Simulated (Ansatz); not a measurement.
Consider the adduct formation: CH₃OH + `[GaH3]` → `C[OH+][GaH3-]`.

Gas-phase electronic energies from Ansatz, PBE0-D4/def2-TZVP geometries. CCSD(T)/CBS is the MP2 limit (def2-TZVPP, def2-QZVPP) plus CCSD(T) − MP2 in def2-TZVPP, frozen cores. This one scheme is used for every species. DFT in def2-TZVPP. HSE06 is defined as in plane-wave codes. For Ga outer-core shells are correlated without core-valence functions, which leaves a few kJ/mol of doubt a bond. Scalar relativity is left out up to krypton.

Is it downhill or uphill in electronic energy at CCSD(T)/CBS, and by how much? (Estimate.)

Ansatz gave: Downhill: ΔE = -0.77 eV.

What do these levels give: r2SCANh-D4, ωB97M-V, B2PLYP, PBE-QIDH, PBE0, HSE06, HF/def2-TZVPP, MP2/def2-TZVPP, SCS-MP2/def2-TZVPP, HF/CBS(def2), MP2/CBS(def2), CCSD/CBS(def2)? (Estimate.)

The calculation gave: r2SCANh-D4 -0.81, ωB97M-V -0.76, B2PLYP -0.69, PBE-QIDH -0.77, PBE0 -0.68, HSE06 -0.68, HF/def2-TZVPP -0.56, MP2/def2-TZVPP -0.80, SCS-MP2/def2-TZVPP -0.74, HF/CBS(def2) -0.53, MP2/CBS(def2) -0.78, CCSD/CBS(def2) -0.74 eV.

Largest T1 diagnostic among the species: 0.013.

In def2-TZVPP, CCSD(T) changes the Hartree–Fock value by −0.23 eV (the triples alone add −0.03 eV) and MP2 by −0.24 eV. At CCSD(T), def2-SVP lies −0.12 eV from the extrapolated value and def2-TZVPP −0.02 eV. From BLYP to BHLYP (50 % exact exchange), in def2-TZVPP and without D4, ΔE moves by −0.14 eV.
